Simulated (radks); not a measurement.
Problem. These are the eigenvalues of the occupied orbitals of an atom or ion with whole-number occupations (eV). Calculated with a radial shooting solver on a logarithmic mesh with Libxc functionals: scalar-relativistic Kohn-Sham, LDA (Slater exchange, VWN5 correlation), spin-polarised, spherical densities, finite nucleus; Fermi nuclear charge, rms radius of each element as measured or else 0.836 A^(1/3) + 0.57 fm.

| orbital | eigenvalue |
|---|---|
| 1s up | -92839.24 |
| 1s down | -92839.18 |
| 2s up | -18563.85 |
| 2s down | -18562.50 |
| 2p up | -16224.93 |
| 2p down | -16223.77 |
| 3s up | -6138.317 |
| 3s down | -6137.354 |
| 3p up | -5466.271 |
| 3p down | -5465.242 |
| 3d up | -4809.139 |
| 3d down | -4807.872 |
| 4s up | -2847.322 |
| 4s down | -2843.827 |
| 4p up | -2598.309 |
| 4p down | -2594.865 |
| 4d up | -2338.883 |

Which element is it, and in what charge state? The configuration may be excited. Open shells, if any, are filled with parallel spins first.

Solution. Z = 83, bismuth, charge +46: Bi46+ in [Kr] 4d1. The list shows which subshells hold electrons but not how many an open one holds; the 1s level, -3411.8 hartree, gives Z - s = 82.6 by -(Z - s)^2/2, which with screening and relativity narrows Z to a few neighbours, and the depths of the outer levels then fix element, charge and occupations together.
